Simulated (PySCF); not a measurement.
C₂H₄BClO₂Si, SMILES C(#CB(O)O)[SiH2]Cl. Coordinates come from a PBE0-D3(BJ)/def2-SVP optimisation. This is a generated structure with no PubChem entry under its InChIKey; it may be hypothetical. Other conformers were not sampled.

Computed equilibrium geometry at PBE0-D3(BJ)/def2-SVP (PySCF confirms it by a frequency run) as Cartesian coordinates in Å, and its point group (one conformer of several):
point group Cs.
```xyz
11

Si     0.9046    -1.8126     0.0000
Cl    -0.8382    -2.9220     0.0000
C      0.4955    -0.0318     0.0000
C      0.2190     1.1610     0.0000
B     -0.1455     2.6710     0.0000
O      0.8152     3.6250     0.0000
O     -1.4368     3.0759     0.0000
H      1.6766    -2.1440    -1.2257
H      1.6766    -2.1440     1.2257
H      1.7036     3.2588     0.0000
H     -2.0572     2.3417     0.0000
```
Charge 0, spin multiplicity 1.
